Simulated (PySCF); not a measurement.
2-bromoacrolein, C₃H₃BrO, SMILES C=C(Br)C=O, point group Cs.

Force field and properties: B3LYP/pcSseg-1 (PySCF, grid level 3). Vibrational terms come from second-order perturbation theory with semi-diagonal cubic constants, by steps of ±0.6 along the normal coordinates of each isotopologue. The parent has the commonest isotopes.

Equilibrium geometry (Å):

```tsv
atom	x	y	z
C1	1.1630	-0.3893	0.3077
C2	0.0892	0.3794	0.1457
Br3	0.0322	2.1984	0.7312
C4	-1.1673	-0.1085	-0.5069
O5	-1.2889	-1.2322	-0.9281
H6	2.0730	-0.0355	0.7806
H7	1.1174	-1.4152	-0.0524
H8	-1.9824	0.6405	-0.5759
```

Task: Give the equilibrium and ground-state rotational constants (MHz) of parent; ²H at 6.

Result: 
| species | Ae | Be | Ce | A0 | B0 | C0 | Δ0 (u Å²) | harmonic ZPE (cm⁻¹) |
| --- | --- | --- | --- | --- | --- | --- | --- | --- |
| parent | 8220.4 | 1719.8 | 1422.3 | 8130.4 | 1714.9 | 1415.9 | 0.090 | 11278 |
| ²H at 6 | 7461.7 | 1719.1 | 1397.2 | 7386.5 | 1714.2 | 1390.9 | 0.100 | 10590 |

Δ0 = Ic − Ia − Ib from the ground-state constants.

Task: How is the parent's vibrational correction B0 − Be made up?

Result: 
```tsv
axis	harmonic	Coriolis	cubic	total (MHz)
a	17.4	-13	-94.5	-90
b	1.55	-0.764	-5.66	-4.87
c	0.504	-0.203	-6.7	-6.39
```

Task: And its quartic centrifugal distortion constants from the harmonic force field?

Result: Asymmetric top, A reduction, Ir representation: ΔJ = 0.164 kHz, ΔJK = -0.0904 kHz, ΔK = 16 kHz, δJ = 0.0376 kHz, δK = 0.857 kHz.

A mode lies under 250 cm⁻¹, where this perturbation treatment is rough. Internal rotors are held in one well.
